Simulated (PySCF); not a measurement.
## Dipole moment and polarisability across levels of theory

n-propyl bromide, C₃H₇Br.
Numbering: `[CH3:1][CH2:2][CH2:3][Br:4]` (hydrogens: H5, H6, H7 on C1; H8, H9 on C2; H10, H11 on C3)

Cartesian coordinates in Å at the PBE0-D3(BJ)/def2-SVP level; atoms count from 1:
```xyz
11
C3H7Br angstrom
C     -1.3521   -0.0464   -0.0685
C      0.0786   -0.5646   -0.1091
C      1.0787    0.5322    0.1874
Br     2.9132   -0.1131    0.1432
H     -1.5155    0.7497   -0.8121
H     -1.6049    0.3658    0.9213
H     -2.0677   -0.8536   -0.2840
H      0.3005   -0.9969   -1.0983
H      0.2107   -1.3798    0.6207
H      1.0267    1.3453   -0.5497
H      0.9335    0.9603    1.1889
```

PySCF, dipoles from the SCF density, polarisabilities from static response with core orbitals frozen. One conformer (not necessarily the lowest) at the PBE0-D3(BJ)/def2-SVP geometry, without solvent, vibrations or thermal averaging. The LDA/def2-SVPD calculation is non-relativistic and has no spin–orbit coupling, an omission that weighs most on bromine.

**Question.** How do dipole and polarisability depend on functional and basis here?

**Answer.** 

| level | μ (D) | α (Å³) | error (%) | anisotropy (Å³) |
| --- | --- | --- | --- | --- |
| LDA/def2-SVPD | 2.219 | 9.56 | +5.4 | 3.87 |
| PBE/def2-SVPD | 2.184 | 9.47 | +4.4 | 3.84 |
| B3LYP/def2-SVPD | 2.221 | 9.23 | +1.8 | 3.70 |
| PBE0/def2-SVPD | 2.252 | 9.13 | +0.6 | 3.65 |
| BHandHLYP/def2-SVPD | 2.303 | 8.93 | -1.6 | 3.56 |
| CAM-B3LYP/def2-SVPD | 2.234 | 9.08 | +0.1 | 3.56 |
| wB97X-D/def2-SVPD | 2.277 | 9.07 | +0.1 | 3.55 |
| LC-wPBE/def2-SVPD | 2.234 | 8.83 | -2.6 | 3.40 |
| HF/def2-SVPD | 2.473 | 8.68 | -4.3 | 3.42 |
| PBE0/6-31G* | 2.336 | 7.17 | -20.9 | 3.61 |
| PBE0/def2-SVP | 2.092 | 7.30 | -19.5 | 3.60 |
| PBE0/aug-cc-pVDZ | 2.290 | 9.16 | +0.9 | 3.87 |
| PBE0/def2-TZVP | 2.233 | 8.55 | -5.8 | 3.93 |
| PBE0/def2-TZVPD | 2.254 | 9.28 | +2.3 | 3.76 |

Reference polarisability: 9.070 Å³ (measured, gas; NIST CCCBDB Release 22 (SRD 101), experimental polarizabilities). The anisotropy is √(½[(α1 − α2)² + (α2 − α3)² + (α3 − α1)²]). For the polarisability, the smallest error is 0.1% (wB97X-D/def2-SVPD and CAM-B3LYP/def2-SVPD) and the largest 20.9% (PBE0/6-31G*). The dipole runs from 2.09 D (PBE0/def2-SVP) to 2.47 D (HF/def2-SVPD). In one basis (def2-SVPD) the functionals order the polarisability from HF (lowest) to LDA (highest), a spread of 10%. With PBE0 the polarisability is 7.67 Å³ without diffuse functions (mean of 6-31G*, def2-SVP and def2-TZVP) and 9.19 Å³ with them (mean of def2-SVPD, aug-cc-pVDZ and def2-TZVPD). Measured values can belong to vibrating molecules and may average over conformers; the computed ones are for one fixed geometry.
